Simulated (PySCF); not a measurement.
**Computed vibrations of CeCl3(H2O)**

CeCl3(H2O) (singlet in the valence; each metal's 4f electrons, 1 of them, lie in its core potential, out of spins and levels). PySCF 2.14.0, RKS PBE0, Ce lcecp-1-SVP with ECP47, Cl def2-SVP, O def2-SVP, H def2-SVP; non-relativistic Hamiltonian with scalar-relativistic core potentials where named; density fitting; no spin-orbit coupling. Central differences of gradients.

```xyz
7

Ce    0.0428   -0.0502    0.0502
Cl    1.1550    2.0082    1.1999
Cl   -1.7744   -1.3639    1.3639
Cl    1.1550   -1.1999   -2.0082
O    -1.3478    1.4265   -1.4265
H    -1.5695    2.3508   -1.2523
H    -1.5695    1.2523   -2.3508
```

Run from Python with OMP_NUM_THREADS=2. Where DIIS fails, smearing, a level shift and second-order steps follow.
It took 2.4 min on 2 threads of Arm Neoverse V1, with other jobs on the host.

Q: What are the harmonic wavenumbers and infrared intensities?

A: Modes are labelled in Cs; negative numbers are unstable modes, those under 60 cm⁻¹ near the noise; a finer grid moves soft modes by up to 10 cm⁻¹.
| cm⁻¹ | km/mol | symmetry |
| --- | --- | --- |
| -40 | – | a'' |
| 35 | 25.1 | a' |
| 48 | 27.0 | a' |
| 67 | 2.0 | a'' |
| 69 | 3.0 | a' |
| 127 | 5.6 | a'' |
| 266 | 176.3 | a' |
| 298 | 10.2 | a' |
| 308 | 0.2 | a' |
| 330 | 84.4 | a'' |
| 339 | 188.0 | a' |
| 464 | 76.6 | a'' |
| 1617 | 101.2 | a' |
| 3841 | 153.4 | a' |
| 3934 | 179.6 | a'' |

Q: Is this a minimum?

A: Probably not: 1 unstable, though so soft as to be near the noise; the lowest moves the atoms so:
```
Ce   0.00 -0.01 -0.01
Cl  -0.04  0.05 -0.07
Cl   0.00 -0.03 -0.03
Cl   0.04 -0.07  0.05
O    0.00  0.19  0.19
H    0.57  0.34  0.13
H   -0.57  0.13  0.34
```

An lcecp potential fixes the number of 4f electrons, so in runs with it no electron can move into or out of that shell.
